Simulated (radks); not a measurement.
Spherical quantum dot in the effective-mass picture: electrons in a well V = -V0 / (1 + exp((r - R)/a)) with V0 = 18.6, R = 2.47, a = 0.18, with a point charge +2 (a donor) at the centre, all in effective atomic units (hartree* = m*/eps^2 hartree, bohr* = eps/m* bohr), one dielectric constant everywhere. Method: non-relativistic Kohn-Sham, PBEsol, spin-polarised, spherical densities; computed with a radial shooting solver with Libxc functionals. Levels are named by radial order and angular momentum (1s, 1p, 1d, 2s, ...), and open shells are averaged over m.

N = 5, configuration 1s2 1p(up 3, down 0). This is the lowest configuration that the search found. Occupied and some empty levels:

| level | occupation | eigenvalue (hartree*) | <r> (bohr*) |
|---|---|---|---|
| 1s up | 1 | -16.967 | 0.8958 |
| 1s down | 1 | -16.837 | 0.8565 |
| 1p up | 3 | -15.551 | 1.393 |
| 1p down | 0 | -15.325 | 1.388 |
| 2s up | 0 | -14.818 | 1.262 |
| 2s down | 0 | -14.662 | 1.293 |
| 1d up | 0 | -14.374 | 1.564 |
| 1d down | 0 | -14.141 | 1.568 |
| 1f up | 0 | -13.032 | 1.679 |
| 1f down | 0 | -12.806 | 1.686 |

Energy (hartree*): total -89.0605, kinetic 7.5900, external -103.38, Hartree 9.4267, exchange-correlation -2.6924.
